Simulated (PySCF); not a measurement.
# How methods differ on the excitation energy of B

B [He] 2s2 2p1 (2P) → B [He] 2s1 2p1 3s1 (4P), as a difference of total energies. Computed with PySCF 2.14 in aug-cc-pVTZ-DK (5s4p3d2f, 46 functions), with the spin-free X2C one-electron Hamiltonian (Gaussian nucleus). Correlated levels: valence: 1s2 frozen. The calculations carry no spin-orbit coupling.

```
           method  excitation energy (eV)
              UHF                   8.082
              LDA                   9.278
              PBE                   9.194
             PBE0                   9.178
           r2SCAN                   9.090
            B97-3                   9.424
           PBEsol                   9.140
           M06-2X                   9.616
          r2SCAN0                   9.135
    MP2 (valence)                   9.129
SCS-MP2 (valence)                   9.402
```

Problem. How much does correlation contribute at MP2 (valence)?

Solution. 9.129 − (8.082) = 1.047 eV, measured against UHF.

The upper state lies above the first ionisation limit, but in LS coupling its spin forbids autoionisation to the ground ion. A Rydberg-like electron needs more diffuse functions than a valence basis has.

The promoted electron is Rydberg-like, and one or two diffuse shells describe it only roughly, which tends to raise the upper state.
